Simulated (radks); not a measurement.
Q: The mean radii <r> (bohr) of the occupied orbitals of an atom or ion are listed with their occupations. Method: non-relativistic Kohn-Sham, exchange-only LDA, spin-polarised, spherical densities, point nucleus; computed with a radial shooting solver on a logarithmic mesh with Libxc functionals.

orbital  occ.     <r>
1s up       1  0.7746

Name the element and its charge. Open shells, if any, are filled with parallel spins first.

A: Z = 2, helium, charge +1: He+ in 1s1. The 1s radius gives Z: for a bare nucleus <r> = 1.5/Z, 0.75 bohr for Z = 2, and the self-interaction of the functional makes it slightly larger (0.7746 here). The occupations add up to 1, and the charge is Z minus that.
